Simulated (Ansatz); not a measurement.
One change: `[NH2][Zn][AlH][Cl]` becomes `[NH2][Zn][AlH][F]`.

Ansatz, PBE0-D4/def2-TZVP geometries, multiplicity 1. Each molecule was computed in one conformer, which needn't be the lowest.

Scalar relativity is left out up to krypton.

```json
{"property": "HOMO energy (B3LYP/def2-TZVPP) / eV", "`[NH2][Zn][AlH][Cl]`": "-6.50"}
{"property": "HOMO–LUMO gap (ωB97M-V/def2-TZVPP) / eV", "`[NH2][Zn][AlH][Cl]`": "8.62"}
{"property": "HOMO energy (PBE0/def2-TZVPP) / eV", "`[NH2][Zn][AlH][Cl]`": "-6.74"}
{"property": "size of the dipole moment (PBE/def2-TZVPP) / D", "`[NH2][Zn][AlH][Cl]`": "2.04"}
{"property": "LUMO energy (PBE/def2-TZVPP) / eV", "`[NH2][Zn][AlH][Cl]`": "-2.77"}
{"property": "HOMO–LUMO gap (PBE/def2-TZVPP) / eV", "`[NH2][Zn][AlH][Cl]`": "2.72"}
```

Q: What does the change do to each property? (Estimate.)

A: The calculation gave: 
| property | `[NH2][Zn][AlH][F]` | shift |
| --- | --- | --- |
| HOMO energy (B3LYP/def2-TZVPP) / eV | -6.47 | 0.03 |
| HOMO–LUMO gap (ωB97M-V/def2-TZVPP) / eV | 8.76 | 0.14 |
| HOMO energy (PBE0/def2-TZVPP) / eV | -6.71 | 0.03 |
| size of the dipole moment (PBE/def2-TZVPP) / D | 1.99 | -0.05 |
| LUMO energy (PBE/def2-TZVPP) / eV | -2.59 | 0.18 |
| HOMO–LUMO gap (PBE/def2-TZVPP) / eV | 2.87 | 0.15 |

Dipoles are sizes alone; their direction can turn.

B3LYP here is the variant with VWN-RPA as its local correlation; programs differ in this.
